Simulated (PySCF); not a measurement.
## Two-component Hartree-Fock for S (sulfur, neutral)

Start: [Ne] 3s2 3p4; 3p1/2 filled at m_j = -1/2, +1/2; 3p3/2 filled at m_j = +1/2, +3/2. Calculated with PySCF 2.14 in x2c-TZVPPall-2c: generalised Hartree-Fock with the X2C-1e Hamiltonian and a Gaussian nucleus; one run each with spin-orbit coupling (SO) switched off, then screened by Boettger's factors.

| spinor shell | electrons | ε, spin-free (eV) | ε, screened SO (eV) | weight of nominal j (screened SO) | rms radius, screened SO (bohr) |
| --- | --- | --- | --- | --- | --- |
| 1s1/2 | 2 | -2511.3 | -2511.3 | 1.000 | 0.112 |
| 2s1/2 | 2 | -246.30 | -246.29 | 1.000 | 0.516 |
| 2p1/2 | 2 | -181.77 | -182.89 | 0.935 | 0.489 |
| 2p3/2 | 4 | -181.77 | -181.19 | 0.967 | 0.492 |
| 3s1/2 | 2 | -24.035 | -24.029 | 0.999 | 1.85 |
| 3p3/2 | 2 | -11.903 | -12.677 | 0.832 | 2.21 |
| 3p1/2 | 2 | -11.903 | -11.135 | 0.679 | 2.27 |

| quantity | spin-free | screened SO |
| --- | --- | --- |
| E (hartree) | -398.57942 | -398.58107 |
| M_J | 2 | 2 |
| ⟨J²⟩ | 6.015 | 6.017 |
| ⟨L²⟩ | 2.010 | 2.014 |
| ⟨S²⟩ | 2.005 | 2.003 |

Each row is a mean over spinors that exchange with the open shell spreads, by up to 5.886 eV (3s1/2).

Rows whose weight is well below 1 are mixtures of j = l ± 1/2: exchange outweighs spin-orbit coupling there, and the label is only the starting occupation.

Without spin-orbit coupling the j labels of p, d and f shells carry no meaning; the spin-free column gives the mean over the occupied spinors of each nl shell.
